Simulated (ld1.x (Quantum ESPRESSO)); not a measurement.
## What one change does to a pseudopotential (Li (Z = 3), TM)

* Element: Li (Z = 3)
* Generator: ld1.x (Quantum ESPRESSO) 7.5
* Type: norm-conserving Troullier–Martins (Kleinman–Bylander form)
* Functional: Wu–Cohen
* Relativity: non-relativistic
* Frozen core: none
* Valence charge: 3
* Reference configuration: 1s2 2s1 2p0
* Partial waves: 2p (bound, empty): rc 4.20 bohr; 3d channel at -0.05 Ry: rc 4.55 bohr; 1s (bound): rc 0.65 bohr
* Local potential: the s channel
* Core correction: none

Occupied shells without a wave of their own: 2s. They enter only through the test configuration that unscreens the potential.

Change: local potential the d channel.

Cutoffs: the cutoffs (Ry, on a coarse ladder) from which the occupation-weighted sum of valence levels, in a spherical-Bessel basis at the reference potential, stays within 10 and 1 mRy of its value at 400 Ry; they do not see the model core or the augmentation charge, which bear on the density cutoff. Errors are all-electron minus pseudo energies relative to the spin-unpolarised reference configuration.

Task: What does the change do?

Result: The miss of the reference levels goes from 0.01 to 0.28 eV; of the 4 tests that both files solve, the error grows in 4 and shrinks in 0 by more than 15 % and 0.3 meV (median size 9.3 → 375.6 meV); the range in which the s phases agree narrows (upper end 2.7 → -0.4); neither file shows a bound ghost.

```csv
quantity,base,changed
"cutoff, loose",180 Ry,180 Ry
"cutoff, tight",over 300 Ry,over 300 Ry
bound ghosts,none,none
"largest miss of a reference level, eV",0.01,0.28
"error for 1s2 2s0 2p0, meV [ΔE 5.19 eV]",+13,+465
"error for 1s2 2s0.5 2p0, meV [ΔE 2.01 eV]",+5.1,+180
"error for 1s2 2s0 2p1, meV [ΔE 1.77 eV]",+5.3,+286
"error for 1s1 2s1 2p0, meV [ΔE 68.10 eV]",+91,-571
s: phases at 4.93 bohr within 0.05 rad from the reference energy up to (Ry; the scan ends near 5),2.7,-0.4
p: phases at 4.93 bohr within 0.05 rad from the reference energy up to (Ry; the scan ends near 5),0.5,0.6
d: phases at 4.93 bohr within 0.05 rad from the reference energy up to (Ry; the scan ends near 5),1.3,1.5
```

Changed file: The 2s level has no wave, so the channel is fitted at the deeper level alone: the likely source of the large errors.
